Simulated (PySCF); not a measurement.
Ge(F)(OH)2(NH2) (FGeH₄NO₂), SMILES [NH2][Ge]([OH])([OH])[F].

The structure is a stationary point at PBE0-D3(BJ)/def2-SVP. This is a generated structure with no PubChem entry under its InChIKey; it may be hypothetical. The values are those of a single conformer.

Two levels are set side by side: TDDFT-PBE/def2-SVPD (PySCF) and TDDFT-B3LYP/def2-SVPD (PySCF). Vertical, same geometry. The lowest singlet is HOMO→LUMO 99 % with PBE and HOMO→LUMO 98 % with the other functional; states are paired by order. Differences are taken from unrounded values.

```
quantity                               TDDFT-B3LYP  TDDFT-PBE  TDDFT-PBE minus TDDFT-B3LYP
-------------------------------------  -----------  ---------  ---------------------------
lowest singlet excitation (eV)                6.28       5.61                        -0.67
lowest triplet excitation (TDA) (eV)          5.90       5.32                        -0.58
first bright state (f over 0.05) (eV)         6.28       6.77                         0.50
its oscillator strength                       0.05       0.05                         0.00
```

Functionals without exact exchange tend to place singlet excitations lower, as here. Differences between two approximate levels are no errors against the true value.

Rough cost on one machine, each run with all the roots and properties that it gave: TDDFT-B3LYP against TDDFT-PBE about 3 times.
